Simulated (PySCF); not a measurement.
# Polarisability and C₆ of Sn(3+) (tin, charge +3)

[Kr] 4d10 5s1, 2S determinant. All numbers are calculated (PySCF 2.14, the spin-free X2C one-electron Hamiltonian (Gaussian nucleus), in aug-cc-pVQZ-DK3 (9s8p6d3f2g, 102 functions)). Coupled (time-dependent) response in atomic units; α is the mean over directions.

```tsv
method	mean α (bohr³)	C₆ (like pair)	S(−4)
UHF	11.25	41.42	94.87
PBE	8.859	32.79	50.29
PBE0	9.316	34.30	57.84
B3LYP	8.909	32.73	51.73
```

S(−4) is the Cauchy moment in α(ω) = α(0) + S(−4) ω² + …

α(iu) at PBE0:

| u (hartree) | α(iu) (bohr³) |
| --- | --- |
| 0 | 9.316 |
| 0.0500 | 9.174 |
| 0.100 | 8.780 |
| 0.200 | 7.560 |
| 0.300 | 6.274 |
| 0.500 | 4.409 |
| 0.750 | 3.160 |
| 1.00 | 2.468 |
| 1.50 | 1.703 |
| 2.00 | 1.266 |
| 3.00 | 0.7733 |
| 5.00 | 0.3611 |

A single London oscillator, α(iu) = α/(1 + u²/ω²), gives C₆ = (3/4) ω α². Matching the computed C₆ needs ω = 4 × 34.30 / (3 × 9.316²) = 0.527 hartree.

For an ion, C₆ is the dispersion term alone; charge-induced terms of lower order in 1/R come first.
